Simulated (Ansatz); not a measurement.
Reaction (ligand exchange at the Si–F bond): `BO[SiH](C)F` + HBr → `BO[SiH](C)Br` + H–F

Program: Ansatz. Geometries: PBE0-D4/def2-TZVP. ΔE: electronic, gas phase. CCSD(T)/CBS is the MP2 limit (def2-TZVPP, def2-QZVPP) plus CCSD(T) − MP2 in def2-TZVPP, frozen cores. This one scheme is used for every species. For Br outer-core shells are correlated without core-valence functions, which leaves a few kJ/mol of doubt a bond. Scalar relativity is left out up to krypton. One conformer a species, not always the lowest.

| level | ΔE (kJ/mol) |
| --- | --- |
| SCS-MP2/def2-TZVPP | 52.5 |
| HF/CBS(def2) | 69.7 |

Problem. What does CCSD(T)/CBS give? (An estimate is asked.)

Solution. The calculation gave: +45.7 kJ/mol. The listed levels differ from it by 6.8, 24.0 kJ/mol.

Largest T1 diagnostic among the species: 0.012.

In def2-TZVPP, CCSD(T) changes the Hartree–Fock value by −14.8 kJ/mol (the triples alone add −3.0 kJ/mol) and MP2 by −22.5 kJ/mol. The D4 term adds −9.1 kJ/mol with B3LYP and −4.9 kJ/mol with PBE0; it sums over pairs of atoms, weighted by their polarisabilities, and B3LYP, whose exchange is more repulsive, gets the larger term.

B3LYP here is the variant with VWN-RPA as its local correlation; programs differ in this.
